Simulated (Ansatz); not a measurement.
`CC1=C[Se]1` + H–F → `FC1=C[Se]1` + CH₄ at 400 K and 1 bar (substitution at a C–C bond).

Gas-phase electronic energies from Ansatz, PBE0-D4/def2-TZVP geometries. CBS: MP2 limit from def2 TZ/QZ plus the TZ coupled-cluster correction, frozen cores. This one scheme is used for every species. For Se outer-core shells are correlated without core-valence functions, which leaves a few kJ/mol of doubt a bond. Scalar relativity is left out up to krypton.

```json
{"species": "`CC1=C[Se]1`", "CCSD(T)/CBS energy (Eh)": "-2517.18393", "H − E (kJ/mol)": "175.0", "S (J/(mol·K))": "332.3"}
{"species": "H–F", "CCSD(T)/CBS energy (Eh)": "-100.39570", "H − E (kJ/mol)": "36.5", "S (J/(mol·K))": "182.2"}
{"species": "`FC1=C[Se]1`", "CCSD(T)/CBS energy (Eh)": "-2577.08007", "H − E (kJ/mol)": "78.1", "S (J/(mol·K))": "313.2"}
{"species": "CH₄", "CCSD(T)/CBS energy (Eh)": "-40.46206", "H − E (kJ/mol)": "131.3", "S (J/(mol·K))": "197.2"}
```

H − E and S are ideal-gas, rigid-rotor, harmonic terms from PBE0-D4/def2-TZVP. 1 Eh = 2625.50 kJ/mol, R = 8.31446 J/(mol·K).

Q: By hand: ΔE, ΔH, ΔS and ΔG.

A: ΔE = (-2577.08007) + (-40.46206) − (-2517.18393) − (-100.39570) = 0.03750 Eh = 98.5 kJ/mol. Δ(H − E) = 78.1 + 131.3 − 175.0 − 36.5 = -2.1, so ΔH = 96.4 kJ/mol. ΔS = 313.2 + 197.2 − 332.3 − 182.2 = -4.1 J/(mol·K). ΔG = 96.4 − 400 × (-4.1)/1000 = 98.0 kJ/mol.

Q: By hand: the equilibrium constant, and the temperature at which ΔG would vanish if ΔH and ΔS stayed fixed.

A: log₁₀ K = −ΔG/(RT ln 10) = -12.8. ΔH and −TΔS have one sign here, so there is no such temperature. One of them is within its doubt of zero, so this could turn.

The number of gas molecules stays the same, so ΔS is small and ΔH decides. A doubt of 5 kJ/mol in ΔE shifts log₁₀ K by 0.7 here. These are equilibria of isolated gas molecules and say nothing of rates. Largest T1 diagnostic: 0.012 (customary marks: 0.02 for closed shells, 0.045 for open ones).
